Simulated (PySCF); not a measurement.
# Electronic absorption of C4H6F2O2Si

Compound: C4H6F2O2Si.
SMILES: `O=C(O)[Si@H](F)C/C=C\F`

Theory: TDDFT CAM-B3LYP/def2-SVPD, vertical, gas phase, core orbitals frozen in the response in PySCF 2.14.0, density-fitted response routines. Isolated species at its GFN2-xTB geometry (one conformer only). Torsions of this conformer, `[O:1]=[C:2]([OH:3])[Si@H:4]([F:5])[CH2:6]/[CH:7]=[CH:8]\[F:9]`: O1–C2–Si4–F5 98°, C2–Si4–C6–C7 167°, Si4–C6–C7–C8 94°, H–O3–C2–O1 -1°.

Problem. Predict the UV-vis stick spectrum at this level.

Solution. 

```json
{"state": "S1", "E (eV)": "4.88", "λ (nm)": "254.2", "f": "0.0049", "|μ| (D)": "0.52", "main configurations (H = HOMO, L = LUMO)": "H-1→L (76%), H→L (13%)"}
{"state": "S2", "E (eV)": "6.07", "λ (nm)": "204.4", "f": "0.051", "|μ| (D)": "1.48", "main configurations (H = HOMO, L = LUMO)": "H→L (80%), H-1→L (12%)"}
{"state": "S3", "E (eV)": "6.83", "λ (nm)": "181.6", "f": "0.0059", "|μ| (D)": "0.48", "main configurations (H = HOMO, L = LUMO)": "H→L+2 (85%)"}
{"state": "S4", "E (eV)": "7.19", "λ (nm)": "172.5", "f": "0.433", "|μ| (D)": "3.99", "main configurations (H = HOMO, L = LUMO)": "H→L+1 (45%), H→L+3 (29%)"}
{"state": "S5", "E (eV)": "7.43", "λ (nm)": "166.9", "f": "0.022", "|μ| (D)": "0.88", "main configurations (H = HOMO, L = LUMO)": "H-1→L+1 (41%), H-2→L (25%), H→L+3 (20%)"}
{"state": "S6", "E (eV)": "7.66", "λ (nm)": "161.8", "f": "0.014", "|μ| (D)": "0.70", "main configurations (H = HOMO, L = LUMO)": "H→L+4 (65%)"}
{"state": "S7", "E (eV)": "7.76", "λ (nm)": "159.8", "f": "0.0014", "|μ| (D)": "0.22", "main configurations (H = HOMO, L = LUMO)": "H-4→L (50%), H-6→L (16%), H-1→L+4 (8%)"}
{"state": "S8", "E (eV)": "7.87", "λ (nm)": "157.5", "f": "0.091", "|μ| (D)": "1.75", "main configurations (H = HOMO, L = LUMO)": "H-2→L (42%), H-1→L+1 (19%), H-1→L+2 (9%)"}
```

Triplets (Tamm–Dancoff): T1 4.23 eV, H-1→L (68%), H→L (16%); T2 4.35 eV, H→L+3 (51%), H→L+1 (17%), H-1→L (10%); T3 5.59 eV, H-2→L (81%).

The lowest singlet lies at 4.88 eV (254 nm, ultraviolet) and is very weak; its leading configuration is HOMO-1→LUMO (76%). The strongest level in the table is S4 at 7.19 eV (173 nm, f = 0.433). Löwdin shares by element: HOMO carbon 68% or more, fluorine 12% or more (atoms not listed hold the other 20%); LUMO oxygen 31%, carbon 29% or more, silicon 20% (atoms not listed hold the other 20%). Weighted by f, the mean energy of these states is 7.20 eV. The oscillator strengths of these states sum to 0.624; summed over the whole spectrum of an exact calculation they would give the number of electrons, 78 (Thomas–Reiche–Kuhn). Of the 8 states listed, 5 reach f = 0.01 and none stays under 0.0005. Singlets were solved by full linear response, triplets in the Tamm–Dancoff approximation.
